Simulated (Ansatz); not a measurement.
Start from `C=[N][SbH2]` and change one atom or group to get `C=[N][SbH][SiH2]O`.

Ansatz, PBE0-D4/def2-TZVP geometries, multiplicity 1. Each molecule was computed in one conformer, which needn't be the lowest.

Elements past krypton have def2 core potentials.

| property | `C=[N][SbH2]` |
| --- | --- |
| size of the dipole moment (ωB97M-V/def2-TZVPP) / D | 1.37 |
| HOMO–LUMO gap (ωB97M-V/def2-TZVPP) / eV | 10.05 |
| size of the dipole moment (PBE/def2-TZVPP) / D | 1.21 |
| LUMO energy (ωB97M-V/def2-TZVPP) / eV | 0.93 |
| LUMO energy (PBE0/def2-TZVPP) / eV | -0.86 |
| HOMO energy (PBE0/def2-TZVPP) / eV | -6.94 |

Task: What does the change do to each property? (Best estimate.)

Result: Ansatz gave: 
```tsv
property	`C=[N][SbH][SiH2]O`	shift
size of the dipole moment (ωB97M-V/def2-TZVPP) / D	2.72	1.35
HOMO–LUMO gap (ωB97M-V/def2-TZVPP) / eV	9.68	-0.37
size of the dipole moment (PBE/def2-TZVPP) / D	2.45	1.24
LUMO energy (ωB97M-V/def2-TZVPP) / eV	0.74	-0.19
LUMO energy (PBE0/def2-TZVPP) / eV	-1.02	-0.16
HOMO energy (PBE0/def2-TZVPP) / eV	-6.78	0.16
```

With PBE0 the HOMO rises by 0.16 eV and the LUMO falls by 0.16 eV, so the gap narrows by about 0.32 eV. PBE moves the HOMO by 0.15 eV and ωB97M-V by 0.18 eV. Dipoles are sizes alone; their direction can turn.

Spin–orbit coupling is left out; it splits and shifts lone-pair levels of the heavy atoms by tenths of an eV.
